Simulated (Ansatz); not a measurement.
A run for Ansatz (a first-principles code): R-wB97X-V/def2-TZVPP on ClHPbS (SMILES [SH][Pb][Cl]), a point of a torsion scan. Elements past Kr take the def2 small-core potentials; no spin–orbit coupling.

Ansatz 0.2 input:
```yaml
crystal:
  periodic: [false, false, false]
  atoms:
    - {symbol: S, position_ang: [-1.52444755, 0.42864273, -0.15123948]}
    - {symbol: Pb, position_ang: [0.79652670, 1.21223153, -0.69675411]}
    - {symbol: Cl, position_ang: [2.05014416, -0.68340862, 0.33363302]}
    - {symbol: H, position_ang: [-1.23509319, -0.69397672, 0.47805058]}
basis:
  gaussian:
    orbitals: def2-TZVPP
hamiltonian:
  xc: {name: wB97X-V}
scf: {lower_state_search: off}
```

Output:

```
WARN ansatz: RAYON_NUM_THREADS=1 ignored (pool sized by the plan → 1); use --threads N
Functional definition: wB97X-V
these checks for a lower state are left out or cut short: stability, starts, cluster_reference, orbital_swaps, neighbouring_geometries, increment
integrals: 0.11 GiB planned
1077 factors; their error is unknown
integrals: 0.14 GiB planned
239 factors; integrals over basis functions are off by at most 2.6e-5 eV
mean field: 0.82 GiB planned
mean field evaluation 1: about -28619.6999 eV, gradient 2.4e1 eV
mean field evaluation 2: about -28620.5203 eV, gradient 2.3e1 eV
mean field evaluation 4: about -28621.6425 eV, gradient 6.9e-1 eV
mean field evaluation 8: about -28621.6957 eV, gradient 5.3e-2 eV
mean field evaluation 16: about -28621.6957 eV, gradient 2.5e-5 eV
mean field -28621.69570146 eV, -1051.8279165466 hartree, gradient 7.9e-6 eV, S^2 0.000000; 0 other end points of the search recorded, 0 dependent functions left out
reference -28621.69569964 eV, -1051.8279164795 hartree; 28, 28 occupied and 120, 120 virtual orbitals, 1077 factors
Total energy: -28621.69569964 eV, -1051.8279164795 hartree
Checks for a lower state left out: stability, starts, cluster_reference, orbital_swaps, neighbouring_geometries, increment
```

Self-consistency was reached.

Cost: roughly 5 core-seconds.
